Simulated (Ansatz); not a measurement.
One change: `O=C[Si](F)(F)[SiH3]` becomes `B[Si](F)(F)[SiH3]`.

Ansatz, PBE0-D4/def2-TZVP geometries, multiplicity 1. Each molecule was computed in one conformer, which needn't be the lowest.

```csv
property,`O=C[Si](F)(F)[SiH3]`
HOMO–LUMO gap (PBE/def2-TZVPP) / eV,2.64
size of the dipole moment (B3LYP/def2-TZVPP) / D,0.47
HOMO energy (ωB97M-V/def2-TZVPP) / eV,-9.72
LUMO energy (PBE0/def2-TZVPP) / eV,-2.19
HOMO energy (PBE0/def2-TZVPP) / eV,-7.46
size of the dipole moment (PBE/def2-TZVPP) / D,0.39
```

Q: What does the change do to each property? (Estimate.)

A: The calculation gave: 
| property | `B[Si](F)(F)[SiH3]` | shift |
| --- | --- | --- |
| HOMO–LUMO gap (PBE/def2-TZVPP) / eV | 2.67 | 0.03 |
| size of the dipole moment (B3LYP/def2-TZVPP) / D | 1.68 | 1.21 |
| HOMO energy (ωB97M-V/def2-TZVPP) / eV | -9.93 | -0.21 |
| LUMO energy (PBE0/def2-TZVPP) / eV | -3.09 | -0.90 |
| HOMO energy (PBE0/def2-TZVPP) / eV | -7.91 | -0.45 |
| size of the dipole moment (PBE/def2-TZVPP) / D | 1.54 | 1.15 |

With PBE0 the HOMO falls by 0.45 eV and the LUMO falls by 0.90 eV, so the gap narrows by about 0.45 eV. PBE moves the HOMO by -0.76 eV and ωB97M-V by -0.21 eV. Dipoles are sizes alone; their direction can turn.

B3LYP here is the variant with VWN-RPA as its local correlation; programs differ in this.
